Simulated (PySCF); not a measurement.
**Radial density of Zn⁺ (zinc, charge +1)**

BP86, [Ar] 3d10 4s1, 2S determinant. Computed with PySCF 2.14 in x2c-SVPall (5s3p3d1f, 36 functions), with scalar relativity by spin-free X2C-1e.

```tsv
r (bohr)	4πr²ρ (e/bohr)	4πr²(ρα − ρβ)
0.000753	0.1837	0.0001
0.00127	0.4994	0.0002
0.00213	1.284	0.0006
0.00358	3.058	0.0015
0.00603	7.004	0.0032
0.0101	14.62	0.0065
0.0171	26.09	0.0105
0.0287	35.73	0.0110
0.0483	33.95	0.0033
0.0812	29.34	0.0025
0.137	40.57	0.0259
0.230	32.38	-0.0156
0.386	19.44	-0.0176
0.650	23.87	-0.0247
1.09	8.987	0.0880
1.84	1.692	0.4795
3.09	0.3668	0.2963
5.20	0.01163	0.0099
```

Densities and radii are taken from the X2C orbitals without a picture-change correction, which distorts them close to the nucleus.

Problem. Where is the radial spin density 4πr²(ρα − ρβ) most negative, and why is it negative at all?

Solution. Around r = 0.650 bohr, down to -0.0247 e/bohr: exchange with the open shell polarises the paired shells in an unrestricted calculation.
